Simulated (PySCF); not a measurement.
**Electron correlation in Ne⁺ (neon, charge +1)**

[He] 2s2 2p5, 2P determinant. Computed with PySCF 2.14 in aug-cc-pwCVQZ, with the non-relativistic Hamiltonian (point nucleus). Frozen: nothing; 9 electrons correlated.

MP2 pair energies summed by pair of shells (mhartree):

```json
{"pair": "2p-2p", "energy": "-136.11", "share (%)": "47.2"}
{"pair": "2s-2p", "energy": "-78.06", "share (%)": "27.1"}
{"pair": "1s-1s", "energy": "-37.48", "share (%)": "13.0"}
{"pair": "1s-2p", "energy": "-19.76", "share (%)": "6.8"}
{"pair": "2s-2s", "energy": "-11.39", "share (%)": "3.9"}
{"pair": "1s-2s", "energy": "-5.76", "share (%)": "2.0"}
```

Total MP2 correlation energy: -288.57 mhartree.

Same-spin part -61.40 and opposite-spin part -227.17 mhartree; SCS-MP2 scales them by 1/3 and 6/5 to -293.07 mhartree.
